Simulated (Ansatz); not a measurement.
Calculation: frozen-core CCSD(T)/cc-pVDZ // B3LYP-D3(BJ)/def2-SVP run with Ansatz (a program for electronic structure).

Ansatz 0.2 input:
```yaml
crystal:
  periodic: [false, false, false]
  atoms:
    - { symbol: B, position_ang: [2.465059, -0.162938, -0.605074] }
    - { symbol: C, position_ang: [1.485495, 0.034365, 0.589358] }
    - { symbol: C, position_ang: [0.670166, 1.338102, 0.593383] }
    - { symbol: C, position_ang: [-0.493432, 1.247406, -0.400809] }
    - { symbol: C, position_ang: [-1.393705, 0.024915, -0.14166] }
    - { symbol: B, position_ang: [-2.736923, -0.0404, -0.920743] }
    - { symbol: C, position_ang: [-0.57421, -1.275929, -0.050061] }
    - { symbol: C, position_ang: [0.590064, -1.165138, 0.9413] }
    - { symbol: H, position_ang: [2.861962, -1.266892, -0.900157] }
    - { symbol: H, position_ang: [2.928731, 0.791894, -1.185284] }
    - { symbol: H, position_ang: [2.287911, 0.117302, 1.370552] }
    - { symbol: H, position_ang: [1.314631, 2.197558, 0.347799] }
    - { symbol: H, position_ang: [0.260851, 1.52231, 1.604058] }
    - { symbol: H, position_ang: [-1.094642, 2.170643, -0.38047] }
    - { symbol: H, position_ang: [-0.079507, 1.172165, -1.424427] }
    - { symbol: H, position_ang: [-1.865199, 0.180505, 0.869379] }
    - { symbol: H, position_ang: [-3.259752, 0.969865, -1.331904] }
    - { symbol: H, position_ang: [-3.32628, -1.089423, -1.04434] }
    - { symbol: H, position_ang: [-1.231946, -2.119089, 0.215828] }
    - { symbol: H, position_ang: [-0.165322, -1.508547, -1.0518] }
    - { symbol: H, position_ang: [0.178862, -1.041018, 1.960341] }
    - { symbol: H, position_ang: [1.177187, -2.097656, 0.944733] }
basis:
  gaussian: { orbitals: cc-pVDZ }
correlation:
  method: ccsd_t
```

Output:

```
Functional definition: HF
1652 factors; integrals over basis functions are off by at most 1.1e-3 eV
mean field evaluation 1: about -7742.2873 eV, gradient 3.8e1 eV
mean field evaluation 2: about -7742.6139 eV, gradient 3.8e1 eV
mean field evaluation 4: about -7747.2289 eV, gradient 6.1e0 eV
mean field evaluation 8: about -7747.3395 eV, gradient 1.5e-1 eV
mean field evaluation 16: about -7747.0080 eV, gradient 5.3e-1 eV
mean field -7747.33969191 eV, -284.7094823423 hartree, gradient 9.1e-6 eV, S^2 0.000000; 0 other end points of the search recorded, 0 dependent functions left out
8 core orbitals not correlated
reference -7747.33969191 eV, -284.7094823423 hartree; 22, 22 occupied and 152, 152 virtual orbitals, 1652 factors
second order -27.61086366 eV of doubles, -0.00000000 eV of singles
cycle   1  -29.38614442 eV  change    -1.8e0 eV  update   1.1e-1
cycle   2  -30.22842919 eV  change   -8.4e-1 eV  update   3.2e-2
cycle   3  -30.33663032 eV  change   -1.1e-1 eV  update   1.2e-2
cycle   4  -30.33550230 eV  change    1.1e-3 eV  update   3.2e-3
cycle   5  -30.33669956 eV  change   -1.2e-3 eV  update   1.3e-3
cycle   6  -30.33649473 eV  change    2.0e-4 eV  update   4.8e-4
cycle   7  -30.33623506 eV  change    2.6e-4 eV  update   2.0e-4
cycle   8  -30.33622054 eV  change    1.5e-5 eV  update   7.1e-5
cycle   9  -30.33621380 eV  change    6.7e-6 eV  update   2.6e-5
perturbative correction -0.98595915 eV, -0.0362333306 hartree
Total energy: -7778.66186487 eV, -285.8605509674 hartree
```

Cost: very roughly 8 core-minutes.
